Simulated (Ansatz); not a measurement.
Geometry optimisation of CH$_{3}$InOSe.

```yaml
crystal:
  periodic: [false, false, false]
  atoms:
    - {symbol: O, position_ang: [1.524883, -1.095245, 0.902418]}
    - {symbol: C, position_ang: [0.368525, -0.676011, 0.407032]}
    - {symbol: Se, position_ang: [-1.131650, -1.699319, 0.521294]}
    - {symbol: In, position_ang: [-0.752340, 0.923054, -0.650475]}
    - {symbol: H, position_ang: [2.196071, -0.399614, 0.737654]}
    - {symbol: H, position_ang: [-1.426646, 2.111225, 0.407733]}
    - {symbol: H, position_ang: [-0.717543, 0.767911, -2.371255]}
basis:
  gaussian: {orbitals: def2-TZVP}
hamiltonian: {xc: pbe0, dispersion: d4}
relax: {f_tol: 0.005, max_steps: 150}
```

```sh
$ ansatz run in.yaml --threads 4 --pin off --events-out ev --progress --plain
```

It prints (some lines left out):

```
Functional definition: PBE0
mean field -73645.14917483 eV, -2706.4093136998 hartree, gradient 3.6e-5 eV, S^2 0.000000; 0 other end points of the search recorded, 0 dependent functions left out
relax step   1: F+E_penalty+E_count = -73645.29626220 eV  Δ(F+E_penalty+E_count) = +0.000e0 eV  max|allowed force component| = 7.145e-1 eV/Å  Δτ_max = 0.0000 Å  (31 SCF iters, accepted)
mean field -73645.17403169 eV, -2706.4102271728 hartree, gradient 2.5e-5 eV, S^2 0.000000; 0 other end points of the search recorded, 0 dependent functions left out
relax step   2: F+E_penalty+E_count = -73645.32280444 eV  Δ(F+E_penalty+E_count) = -2.654e-2 eV  max|allowed force component| = 2.697e-1 eV/Å  Δτ_max = 0.0650 Å  (34 SCF iters, accepted)
mean field -73645.18006695 eV, -2706.4104489645 hartree, gradient 8.7e-6 eV, S^2 0.000000; 0 other end points of the search recorded, 0 dependent functions left out
relax step   3: F+E_penalty+E_count = -73645.32837460 eV  Δ(F+E_penalty+E_count) = -5.570e-3 eV  max|allowed force component| = 1.048e-1 eV/Å  Δτ_max = 0.0245 Å  (36 SCF iters, accepted)
mean field -73645.18032008 eV, -2706.4104582670 hartree, gradient 8.6e-6 eV, S^2 0.000000; 0 other end points of the search recorded, 0 dependent functions left out
relax step   4: F+E_penalty+E_count = -73645.32857302 eV  Δ(F+E_penalty+E_count) = -1.984e-4 eV  max|allowed force component| = 7.913e-2 eV/Å  Δτ_max = 0.0146 Å  (37 SCF iters, accepted)
mean field -73645.18057091 eV, -2706.4104674846 hartree, gradient 9.2e-6 eV, S^2 0.000000; 0 other end points of the search recorded, 0 dependent functions left out
relax step   5: F+E_penalty+E_count = -73645.32886720 eV  Δ(F+E_penalty+E_count) = -2.942e-4 eV  max|allowed force component| = 1.372e-2 eV/Å  Δτ_max = 0.0068 Å  (37 SCF iters, accepted)
mean field -73645.18062271 eV, -2706.4104693882 hartree, gradient 9.0e-6 eV, S^2 0.000000; 0 other end points of the search recorded, 0 dependent functions left out
relax step   6: F+E_penalty+E_count = -73645.32890298 eV  Δ(F+E_penalty+E_count) = -3.579e-5 eV  max|allowed force component| = 7.365e-3 eV/Å  Δτ_max = 0.0033 Å  (37 SCF iters, accepted)
mean field -73645.18063069 eV, -2706.4104696817 hartree, gradient 9.1e-6 eV, S^2 0.000000; 0 other end points of the search recorded, 0 dependent functions left out
relax step   7: F+E_penalty+E_count = -73645.32890854 eV  Δ(F+E_penalty+E_count) = -5.560e-6 eV  max|allowed force component| = 5.811e-3 eV/Å  Δτ_max = 0.0021 Å  (36 SCF iters, accepted)
mean field -73645.18063202 eV, -2706.4104697303 hartree, gradient 9.2e-6 eV, S^2 0.000000; 0 other end points of the search recorded, 0 dependent functions left out
relax step   8: F+E_penalty+E_count = -73645.32891313 eV  Δ(F+E_penalty+E_count) = -4.590e-6 eV  max|allowed force component| = 2.023e-3 eV/Å  Δτ_max = 0.0009 Å  (37 SCF iters, accepted)
mean field -73645.18063202 eV, -2706.4104697303 hartree, gradient 9.2e-6 eV, S^2 0.000000; 1 other end points of the search recorded, 0 dependent functions left out
Total energy: -73645.32895363 eV, -2706.4159204490 hartree
Atom 0 at     1.513794    -1.085710     0.896157 Å, force    -0.000531    -0.000392     0.000090 eV/Å
Atom 1 at     0.378998    -0.654086     0.399069 Å, force     0.002023     0.000574     0.000119 eV/Å
Atom 2 at    -1.117647    -1.654138     0.501824 Å, force    -0.000734    -0.000341     0.000043 eV/Å
Atom 3 at    -0.781210     0.895354    -0.644764 Å, force    -0.000856     0.000083    -0.000333 eV/Å
Atom 4 at     2.199751    -0.421830     0.749720 Å, force    -0.000128     0.000060    -0.000043 eV/Å
Atom 5 at    -1.415193     2.089630     0.398816 Å, force     0.000105    -0.000010     0.000046 eV/Å
Atom 6 at    -0.717194     0.762781    -2.346422 Å, force     0.000121     0.000028     0.000078 eV/Å
Dipole moment:     0.504374     0.316215    -0.024576 e Å
```

Hardware: 4 threads of a server CPU on a shared host. Wall time 33 s, peak host memory 0.51 GiB.
